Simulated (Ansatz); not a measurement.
One geometry of H$_{8}$O$_{3}$Si$_{3}$ (`O[Si](O)([SiH3])O[SiH3]`), several functionals.

```yaml
crystal:
  periodic: [false, false, false]
  atoms:
    - {symbol: O, position_ang: [-2.114052, -0.214652, 0.262116]}
    - {symbol: Si, position_ang: [-0.736626, 0.506481, -0.236726]}
    - {symbol: O, position_ang: [-1.099456, 2.068433, -0.582485]}
    - {symbol: Si, position_ang: [0.036103, -0.710356, -2.074724]}
    - {symbol: O, position_ang: [0.411690, 0.534195, 0.927593]}
    - {symbol: Si, position_ang: [1.289447, -0.371629, 1.973769]}
    - {symbol: H, position_ang: [-2.732796, 0.310948, 0.773996]}
    - {symbol: H, position_ang: [-0.396850, 2.712222, -0.480203]}
    - {symbol: H, position_ang: [0.334491, -2.114646, -1.683345]}
    - {symbol: H, position_ang: [-0.969424, -0.716146, -3.169460]}
    - {symbol: H, position_ang: [1.291881, -0.092990, -2.584553]}
    - {symbol: H, position_ang: [0.444580, -0.797860, 3.118164]}
    - {symbol: H, position_ang: [2.412971, 0.460776, 2.468983]}
    - {symbol: H, position_ang: [1.828041, -1.574765, 1.286884]}
basis:
  gaussian: {orbitals: def2-TZVPP}
hamiltonian: {xc: r2scan, dispersion: d4}
output: {forces: true, orbitals: {seedname: orbitals}}
```

```sh
$ ansatz run in.yaml --threads 2 --pin off --events-out ev --progress --plain --max-ram 20480MiB --backend cuda --devices 0, --max-vram 18GiB
```

Shortened log:

```
Functional definition: r2SCAN
1789 factors; their error is unknown
mean field evaluation 1: about -29894.3159 eV, gradient 9.4e1 eV
mean field evaluation 2: about -29855.5066 eV, gradient 1.7e2 eV
mean field evaluation 4: about -29907.8499 eV, gradient 1.1e1 eV
mean field evaluation 8: about -29908.0598 eV, gradient 2.4e-1 eV
mean field evaluation 16: about -29908.0103 eV, gradient 5.1e-4 eV
mean field -29908.01028900 eV, -1099.0991057434 hartree, gradient 1.2e-5 eV, S^2 0.000000; 0 other end points of the search recorded, 0 dependent functions left out
reference -29908.01030565 eV, -1099.0991063551 hartree; 37, 37 occupied and 294, 294 virtual orbitals, 1789 factors
Total energy: -29908.10512678 eV, -1099.1025909673 hartree
Atom 0 at    -2.114052    -0.214652     0.262116 Å, force    -0.038868    -0.047781     0.004773 eV/Å
Atom 1 at    -0.736626     0.506481    -0.236726 Å, force     0.027284    -0.038381    -0.061889 eV/Å
Atom 2 at    -1.099456     2.068433    -0.582485 Å, force    -0.042932     0.050148    -0.017866 eV/Å
Atom 3 at     0.036103    -0.710356    -2.074724 Å, force    -0.002853    -0.001736     0.003036 eV/Å
Atom 4 at     0.411690     0.534195     0.927593 Å, force     0.042124     0.031852     0.037782 eV/Å
Atom 5 at     1.289447    -0.371629     1.973769 Å, force     0.030603    -0.026633     0.028536 eV/Å
Atom 6 at    -2.732796     0.310948     0.773996 Å, force    -0.024272     0.013242     0.013574 eV/Å
Atom 7 at    -0.396850     2.712222    -0.480203 Å, force     0.020832     0.021500    -0.004967 eV/Å
Atom 8 at     0.334491    -2.114646    -1.683345 Å, force    -0.004329     0.018962    -0.018466 eV/Å
Atom 9 at    -0.969424    -0.716146    -3.169460 Å, force     0.020761    -0.004221     0.012640 eV/Å
Atom 10 at     1.291881    -0.092990    -2.584553 Å, force    -0.020428    -0.014096     0.004783 eV/Å
Atom 11 at     0.444580    -0.797860     3.118164 Å, force     0.024591     0.004837    -0.021454 eV/Å
Atom 12 at     2.412971     0.460776     2.468983 Å, force    -0.025726    -0.030052    -0.004603 eV/Å
Atom 13 at     1.828041    -1.574765     1.286884 Å, force    -0.006787     0.022358     0.024120 eV/Å
Dipole moment:     0.087728     0.257593     0.205020 e Å
```

Hardware: 2 threads of an AMD EPYC 7R13 on a shared host and a share of an NVIDIA H100 80 GB. Wall time 2.3 s, peak host memory 0.87 GiB.

The same input with `hamiltonian: {xc: {name: B2PLYP}}` and no forces (abridged; 2.5 s):

```
Functional definition: B2PLYP
mean field evaluation 16: about -29889.8204 eV, gradient 1.2e-4 eV
mean field -29889.82041305 eV, -1098.4306401317 hartree, gradient 7.9e-6 eV, S^2 0.000000
18 core orbitals not correlated: weight in the atoms' cores, before any rotation towards them, 1.000 or more for the frozen orbitals, at most 0.000 for the correlated occupied ones
second order -35.53887366 eV of doubles, -0.00000000 eV of singles
Total energy: -29899.41611992 eV, -1098.7832758548 hartree
```
